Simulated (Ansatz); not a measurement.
sulfolane (C₄H₈O₂S), singlet, geometry from GFN2-xTB; MP2/STO-3G run with Ansatz (a first-principles code).

The Ansatz input:
Ansatz 0.2 input:
```yaml
crystal:
  periodic: [false, false, false]
  atoms:
    - {symbol: O, position_ang: [1.59952733, 0.87545052, -0.67687010]}
    - {symbol: S, position_ang: [0.60214094, 0.39875339, 0.24138734]}
    - {symbol: O, position_ang: [0.78650253, 0.70464053, 1.63338603]}
    - {symbol: C, position_ang: [-1.06639478, 0.92788654, -0.29957718]}
    - {symbol: C, position_ang: [-1.60702172, -0.31440064, -0.97277248]}
    - {symbol: C, position_ang: [-1.15076282, -1.51187602, -0.13277313]}
    - {symbol: C, position_ang: [0.35103521, -1.40161625, 0.01280255]}
    - {symbol: H, position_ang: [-1.61765612, 1.19700565, 0.59605374]}
    - {symbol: H, position_ang: [-0.96068093, 1.78115244, -0.95933744]}
    - {symbol: H, position_ang: [-2.69436558, -0.28881279, -1.05393113]}
    - {symbol: H, position_ang: [-1.18825946, -0.39722459, -1.97751409]}
    - {symbol: H, position_ang: [-1.44273338, -2.45088175, -0.60455652]}
    - {symbol: H, position_ang: [-1.61813355, -1.46124186, 0.85248222]}
    - {symbol: H, position_ang: [0.75341325, -1.91841049, 0.87624760]}
    - {symbol: H, position_ang: [0.88478642, -1.68233103, -0.88984786]}
basis:
  gaussian:
    orbitals: STO-3G
magnetization: {spin_polarized: false}
correlation: {method: mp2, electrons: outside_noble_gas}
accuracy: high
```

It wrote (shortened):

```
Functional definition: HF
1117 factors; integrals over basis functions are off by at most 2.8e-9 eV
mean field evaluation 1: about -18897.3568 eV, gradient 4.7e1 eV
mean field evaluation 2: about -18897.7595 eV, gradient 4.7e1 eV
mean field evaluation 4: about -18905.9514 eV, gradient 4.2e0 eV
mean field evaluation 8: about -18906.0586 eV, gradient 4.9e-2 eV
mean field -18906.05856636 eV, -694.7848373268 hartree, gradient 8.6e-9 eV, S^2 0.000000; 0 other end points of the search recorded, 0 dependent functions left out
11 core orbitals not correlated
reference -18906.05856636 eV, -694.7848373268 hartree; 21, 21 occupied and 15, 15 virtual orbitals, 1117 factors
second order -8.79626735 eV of doubles, -0.00000000 eV of singles
Total energy: -18914.85483371 eV, -695.1080941896 hartree
```
